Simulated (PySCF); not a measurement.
Species: `c1cc2ccsc2cn1`. The columns A, B, C and D hold Mulliken, IAO, Hirshfeld and ESP-fitted charges (e) of one PBE0/pcSseg-1 density (PySCF), in a shuffled order. Coordinates in Å (PBE0-D3(BJ)/def2-SVP); the density's dipole moment is (2.50, -1.25, -0.29) D.

```
atom       x       y       z       A       B       C       D
  C1  -2.063  -0.586  -0.160  +0.006  +0.154  -0.024  +0.580
  C2  -0.817  -1.178  -0.298  -0.055  -0.136  -0.182  -0.873
  C3   0.321  -0.371  -0.134  -0.010  +0.014  +0.003  +0.849
  C4   1.719  -0.683  -0.214  -0.069  +0.009  -0.187  -0.572
  C5   2.501   0.408   0.015  -0.064  -0.257  -0.281  -0.141
  S6   1.605   1.853   0.335  +0.100  +0.324  +0.317  +0.042
  C7   0.106   0.995   0.162  -0.034  -0.495  -0.170  -0.478
  C8  -1.198   1.490   0.280  +0.010  +0.276  -0.009  +0.484
  N9  -2.254   0.712   0.121  -0.167  -0.424  -0.279  -0.750
 H10  -2.970  -1.188  -0.281  +0.051  +0.112  +0.155  +0.032
 H11  -0.726  -2.242  -0.528  +0.056  +0.085  +0.158  +0.268
 H12   2.114  -1.675  -0.433  +0.061  +0.090  +0.166  +0.253
 H13   3.591   0.449   0.014  +0.063  +0.142  +0.178  +0.225
 H14  -1.380   2.547   0.510  +0.053  +0.106  +0.156  +0.082
```

Problem. Which column most likely holds the ESP-fitted charges?

Solution. D. Σ q r misses the density's dipole by 0.02 D (D), 1.49 D (B), 1.52 D (A), 1.81 D (C). Charges fitted to the outside potential are the only set here that is tied to the molecule's multipoles.

Problem. And the Hirshfeld charges?

Solution. A. The mean sizes are 0.057 e (A), 0.162 e (C), 0.187 e (B), 0.402 e (D), and Hirshfeld charges are commonly the smallest of these schemes.

As computed, A = Hirshfeld, B = Mulliken, C = IAO, D = ESP-fitted. Hydrogens on carbon: Hirshfeld +0.05 to +0.06, Mulliken +0.09 to +0.14, IAO +0.16 to +0.18, ESP-fitted +0.03 to +0.27 e.

The Hirshfeld scheme divides the density at each point in proportion to the densities of the neutral, spherically averaged free atoms. The Mulliken scheme counts on each atom the diagonal of the density matrix times the overlap matrix over that atom's basis functions.

Geometry: PBE0-D3(BJ)/def2-SVP; no solvent, vibrations or thermal averaging.

These values come from a run that also computed NMR shieldings. Time: 24 s wall. Hardware: one thread of an Arm Neoverse V1, shared host.
